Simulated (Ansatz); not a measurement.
Abridged output of a molecular run in Ansatz:

```
Functional definition: HF
1579 factors; integrals over basis functions are off by at most 1.2e-3 eV
mean field evaluation 1: about -26598.6862 eV, gradient 4.2e1 eV
mean field evaluation 2: about -26598.6915 eV, gradient 4.2e1 eV
mean field evaluation 4: about -26603.5217 eV, gradient 4.7e0 eV
mean field evaluation 8: about -26603.5897 eV, gradient 1.5e-4 eV
mean field -26603.58969927 eV, -977.6638888873 hartree, gradient 9.3e-7 eV, S^2 0.000000; 0 other end points of the search recorded, 0 dependent functions left out
18 core orbitals not correlated: weight in the atoms' cores, before any rotation towards them, 1.000 or more for the frozen orbitals, at most 0.000 for the correlated occupied ones
reference -26603.58969927 eV, -977.6638888873 hartree; 19, 19 occupied and 124, 124 virtual orbitals, 1579 factors
second order -20.75719780 eV of doubles, -0.00000000 eV of singles
cycle   1  -22.43772856 eV  change    -1.7e0 eV  update   1.1e-1
cycle   2  -23.14740410 eV  change   -7.1e-1 eV  update   3.2e-2
cycle   3  -23.25960292 eV  change   -1.1e-1 eV  update   1.3e-2
cycle   4  -23.25675283 eV  change    2.9e-3 eV  update   3.1e-3
cycle   5  -23.25631128 eV  change    4.4e-4 eV  update   9.2e-4
cycle   6  -23.25615552 eV  change    1.6e-4 eV  update   2.5e-4
cycle   7  -23.25608151 eV  change    7.4e-5 eV  update   7.9e-5
cycle   8  -23.25608513 eV  change   -3.6e-6 eV  update   2.6e-5
perturbative correction -0.56692408 eV, -0.0208340758 hartree
Total energy: -26627.41270848 eV, -978.5393683282 hartree
```

Its atoms:

Z-matrix (Å, degrees):
```
Al
O 1 1.997
Si 1 3.013 2 32.4
C 1 1.965 2 103.9 3 116.4
C 1 1.965 2 103.9 3 -116.9
H 1 1.625 2 86.9 3 -0.2
Si 2 1.684 1 125.1 3 -179.9
H 3 1.494 1 139.8 2 0.2
H 3 1.474 1 91.9 2 122.5
H 3 1.474 1 92.0 2 -122.4
H 4 1.096 1 110.9 2 -171.9
H 4 1.095 1 112.5 2 69.2
H 4 1.095 1 112.4 2 -52.5
H 5 1.095 1 112.4 2 52.5
H 5 1.095 1 112.5 2 -69.2
H 5 1.096 1 110.9 2 171.8
H 7 1.477 2 105.8 1 -0.0
H 7 1.481 2 108.7 1 119.8
H 7 1.481 2 108.6 1 -119.8
```

(1) Which basis set was used?
A. cc-pV(Q+d)Z
B. def2-SVPD
C. def2-SVP
D. cc-pV(T+d)Z

(2) Write the keys of the input that set method, charge and spin (a neutral closed shell needs none for the last two).

Answers

(1) C. It gives 161 functions.

(2) 
```yaml
correlation: {method: ccsd_t}
```
